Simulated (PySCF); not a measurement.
An unknown shows these calculated signals:

¹H NMR (600 MHz, computed): δ 10.04 (d, J = 9.9 Hz, 1H), 8.42 (dd, J = 8.6, 1.3 Hz, 1H), 8.02 (dd, J = 9.5, 1.0 Hz, 1H), 7.83 (ddd, J = 9.9, 7.7, 1.0 Hz, 1H), 7.69 (dd, J = 9.5, 7.7 Hz, 1H), 7.45 (dq, J = 8.6, 1.2 Hz, 1H), 2.78 (d, J = 1.2 Hz, 3H).

¹³C{¹H} NMR (computed): δ 160.3 (C, d, J = 402.0 Hz), 147.4 (C), 136.4 (CH, d, J = 4.0 Hz), 134.1 (C, d, J = 8.5 Hz), 133.6 (C), 132.6 (CH), 131.4 (CH), 129.9 (CH), 129.4 (CH), 127.1 (CH), 120.4 (C, d, J = 55.2 Hz), 23.5 (CH3).

- spin–spin couplings from B3LYP/pcJ-1 (spin–dipole term only in couplings to heteroatoms)
- geometry: PBE0-D3(BJ)/def2-SVP
- σ from GIAO-PBE/pcSseg-1
- run in PySCF 2.14
- single conformer, in vacuum, fast rotation and ring inversion assumed for equivalent nuclei, non-relativistic Hamiltonian

Scale: ¹H (σref 31.20) and ¹³C (σref 180.03) against TMS (reference shieldings calculated alike).

Which of these does the molecule contain: a nitrile, a Si–H bond, a benzene ring, a CF3 group?

Answers


- A nitrile: no.
- A Si–H bond: no.
- A benzene ring: yes.
- A CF3 group: no.

The data belong to `Cc1ccc(C(=O)F)c2ccccc12`, C12H9FO; they needn't prove each group on their own.

Carbon signals by region: 1 in the far downfield region (above 160 ppm), 10 in the sp2 and nitrile region (100–160 ppm), 1 below 50 ppm. Above 160 ppm: 160.3, carbonyl carbon.

C–F couplings over four or more bonds (about 3 Hz to the para carbon of a fluoroarene) are left out. Common functionals overestimate the size of one-bond C–F couplings by tens of Hz; these are unscaled. Multiplet labels drop couplings under 1 Hz and merge nearly equal ones. Unscaled 3J(H,H) at this level run about 10 % above measured values. Shifts are as computed. Against solution values, carbons near 30 ppm lie about +2 ppm off and those near 130 ppm about +2 ppm. Of 1211 compounds with measured shifts, 218 miss one by over three times the rms of a fit or turn the order of signals round; such compounds aren't used in these exercises.
